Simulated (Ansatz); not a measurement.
The first iterations of a band of CH6ClNO2Si (12 atoms, charge 0, multiplicity 1).

Level of theory: Ansatz 0.2.0, RKS PBE/def2-SVP.

- movable images: 9
- climbing image: yes
- spring: 5.0 eV/Å²
- optimiser: quadratic models (default)
- start path: IDPP
- force threshold: 0.05 eV/Å
- iteration limit: 53
- end points: relaxed

Image 0:

```xyz
12
Properties=species:S:1:pos:R:3
N -1.098 -0.317 -1.098
C -0.140 -0.478 -0.049
O 0.839 -1.457 -0.384
O -0.777 -0.946 1.127
Si 0.812 1.172 0.310
Cl -0.462 2.521 1.286
H -0.656 0.043 -1.954
H -1.503 -1.240 -1.319
H 1.235 -1.761 0.457
H -1.444 -0.270 1.365
H 1.946 0.862 1.241
H 1.326 1.815 -0.949
```

Image 10:

```xyz
12
Properties=species:S:1:pos:R:3
N -0.316 -0.630 -1.445
C -0.275 -0.422 -0.024
O 0.296 -1.523 0.641
O -1.602 -0.280 0.464
Si 0.746 1.194 0.336
Cl 1.163 1.163 2.391
H 0.628 -0.813 -1.810
H -0.879 -1.476 -1.631
H 0.346 -1.294 1.593
H -2.042 0.373 -0.116
H 2.056 1.218 -0.401
H -0.044 2.436 0.036
```

| iteration | highest image above the first end (eV) | largest band force component (eV/Å) |
| --- | --- | --- |
| 1 | 0.346 | 1.337 |
| 2 | 0.228 | 0.312 |

**Question.** Does the band converge within its limit, and where does its top end?

**Answer.** It converged. It ended after 5 iterations with the highest image 0.197 eV above the first end. A vibrational analysis at the climbing image gives one clearly imaginary mode, 81i cm⁻¹: a first-order saddle point.

Time of the run: 2.6 min on 2 threads of Arm Neoverse V1, on a shared host, peak memory 0.17 GiB.
